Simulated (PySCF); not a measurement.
# Working out the ionisation energy of I

I [Kr] 4d10 5s2 5p5 (2P) → I⁺ [Kr] 4d10 5s2 5p4 (3P). Calculation: PySCF 2.14, in aug-cc-pwCVDZ-PP with ECP28MDF (6s5p4d1f, 48 functions); a scalar-relativistic core potential. Frozen: nothing. Energies in hartree (1 hartree = 27.21139 eV):

| part | I (lower) | I⁺ (upper) |
| --- | --- | --- |
| UHF | -294.654106 | -294.301917 |
| MP2 opposite-spin | -0.342222 | -0.326257 |
| MP2 same-spin | -0.194353 | -0.186862 |

Q: What does Hartree-Fock give?

A: (-294.301917) − (-294.654106) = 0.352189 hartree = 9.584 eV.

Q: What do MP2 and SCS-MP2 (6/5 opposite-spin, 1/3 same-spin) give?

A: The opposite-spin parts differ by 0.434 eV and the same-spin parts by 0.204 eV. MP2: 9.584 + (0.434) + (0.204) = 10.222 eV. SCS-MP2: 9.584 + 1.2 × (0.434) + (0.204)/3 = 10.173 eV.

Measured between the centres of the two terms (NIST): 10.519 eV, so MP2 (valence and next inner shell) is off by -0.297 eV.

A double-zeta basis recovers only part of the correlation energy.

What remains against the reference includes basis incompleteness and correlation beyond second order.
